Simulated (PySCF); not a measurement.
## Simulated absorption spectrum

C3H5NS2Si.
SMILES: `N#C[SiH]1SCCS1`

Method used: TDDFT CAM-B3LYP/def2-SVPD, vertical, gas phase, core orbitals frozen in the response in PySCF. Isolated species at its GFN2-xTB geometry (one conformer only).

Computed states:

```csv
state,E (eV),f
S1,5.27,0.0009
S2,5.42,0.0033
S3,5.63,0.022
S4,5.67,0.0040
S5,6.69,0.0088
S6,6.80,0.013
S7,6.87,0.0020
S8,7.02,0.020
```

Broadening: Gaussians 0.4 eV wide at half height, area fixed by f = 4.319×10⁻⁹ ∫ε dν̃. The cross-section is σ = 3.8235×10⁻²¹ ε cm², given in Mb (10⁻¹⁸ cm²). The width is an assumption, not a result. The curve ends short of the highest state used, and states not computed would add to its high-energy end.

Task: Give the broadened spectrum and its maxima.

Result: 
λ (nm), σ (Mb) and a bar:
```
    193.1       0.92 ####
    194.4       0.56 ##
    195.7       0.33 #
    197.0       0.19 #
    198.3       0.11 
    199.6       0.07 
    201.0       0.07 
    202.3       0.11 
    203.6       0.19 #
    204.9       0.33 #
    206.2       0.56 ##
    207.5       0.89 ####
    208.9       1.39 ######
    210.2       1.99 ########
    211.5       2.72 ###########
    212.8       3.54 ###############
    214.1       4.40 ###################
    215.4       5.24 ######################
    216.7       5.99 #########################
    218.1       6.62 ############################
    219.4       6.97 #############################
    220.7       7.09 ##############################
    222.0       6.98 ##############################
    223.3       6.65 ############################
    224.6       6.15 ##########################
    226.0       5.49 #######################
    227.3       4.82 ####################
    228.6       4.14 ##################
    229.9       3.49 ###############
    231.2       2.89 ############
    232.5       2.37 ##########
    233.9       1.88 ########
    235.2       1.50 ######
    236.5       1.19 #####
    237.8       0.94 ####
    239.1       0.74 ###
    240.4       0.57 ##
    241.7       0.44 ##
    243.1       0.33 #
    244.4       0.25 #
    245.7       0.19 #
    247.0       0.14 #
    248.3       0.10 
    249.6       0.07 
    251.0       0.05 
    252.3       0.04 
    253.6       0.03 
    254.9       0.02 
    256.2       0.01 
    257.5       0.01 
    258.8       0.01 
    260.2       0.00 
    261.5       0.00 
    262.8       0.00 
    264.1       0.00 
    265.4       0.00
```

Maxima: 221 nm (5.62 eV), ε about 1900, made up of S3 (79%) and S4 (14%) (ε in L mol⁻¹ cm⁻¹; maxima over ε = 5, shares over 10%). At its high-energy end, 6.42 eV, the curve is still rising (ε about 240, from S5 and S6).

Task: Coming from long wavelengths, where does ε first pass 100 L mol⁻¹ cm⁻¹?

Result: At about 242 nm (5.11 eV), 0.16 eV below S1.

Task: What would ε be at 5.62 eV, the highest of these maxima, with half the width (0.2 eV)?

Result: About 3440 L mol⁻¹ cm⁻¹ against 1860, a factor of about 1.9; a lone state at its own centre would give exactly 2.

Task: Does any computed singlet lie in the visible range?

Result: No computed singlet lies in the visible range (380 to 750 nm); the lowest, at 235 nm, stands 2.01 eV above its violet end (3.26 eV).

Hardware: an Intel Xeon at 2.70 GHz with one thread, shared host with 64 logical CPUs at a one-minute load of 63. Cost: 64 s wall (with the writing of density and orbital grids), 0.90 GiB resident at most.
